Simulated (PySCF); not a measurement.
# Cd⁺: ionisation energy

Cd⁺ [Kr] 4d10 5s1 (2S) → Cd²⁺ [Kr] 4d10 (1S), as a difference of total energies. All numbers are calculated (PySCF 2.14, scalar relativity by spin-free X2C-1e, in x2c-SVPall (6s6p5d1f, 56 functions)). Correlated levels: valence: [Kr] frozen. The calculations carry no spin-orbit coupling.

```
           method  ionisation energy (eV)
              UHF                  15.557
           r2SCAN                  17.029
             TPSS                  16.919
    MP2 (valence)                  16.238
SCS-MP2 (valence)                  16.135
```

Q: How much does correlation contribute at MP2 (valence)?

A: 16.238 − (15.557) = 0.681 eV, measured against UHF.

Errors of the correlated levels include the incompleteness of this basis and the frozen core.

For comparison: 16.908 eV (measured; NIST Atomic Spectra Database, ionization energies).
